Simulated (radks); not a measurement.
The numbers below are computed, except where a source is named.
All-electron atom: C I in [He] 2s2 2p2 (the NIST ground configuration).

Level of theory: scalar-relativistic Kohn-Sham, exchange-only LDA, spin-polarised, spherical densities, finite nucleus; open shells are filled with parallel spins first; Fermi nuclear charge, rms radius 2.4702 fm (a radial shooting solver on a logarithmic mesh with Libxc functionals).

Energy parts (eV):
| part | energy |
|---|---|
| total | -1010.306 |
| kinetic | 1011.122 |
| electron-nucleus | -2380.740 |
| Hartree | 479.420 |
| exchange | -120.108 |

Orbitals (lengths in bohr, moments of r in powers of bohr; r(90%) holds 90 % of the orbital's charge):
[
 {"orbital": "1s up", "occ.": "1", "eigenvalue (eV)": "-268.8461", "<r^4>": "0.02727", "r(90%)": "0.491"},
 {"orbital": "1s down", "occ.": "1", "eigenvalue (eV)": "-267.7635", "<r^4>": "0.02665", "r(90%)": "0.489"},
 {"orbital": "2s up", "occ.": "1", "eigenvalue (eV)": "-13.5637", "<r^4>": "17.75", "r(90%)": "2.52"},
 {"orbital": "2s down", "occ.": "1", "eigenvalue (eV)": "-10.0895", "<r^4>": "22.92", "r(90%)": "2.67"},
 {"orbital": "2p up", "occ.": "2", "eigenvalue (eV)": "-5.3295", "<r^4>": "42.70", "r(90%)": "3.07"},
 {"orbital": "2p down", "occ.": "0", "eigenvalue (eV)": "-2.1518", "<r^4>": "112.2", "r(90%)": "3.77"}
]

The highest occupied level is 2p up at -5.329 eV. Summed over all electrons, <r^2> = 14.72 bohr^2, which gives a Langevin (diamagnetic) susceptibility term of -11.7 x 10^-6 cm^3/mol. The spin density at the nucleus is -0.0355 e/bohr^3 (1s -0.3352, 2s 0.2997).
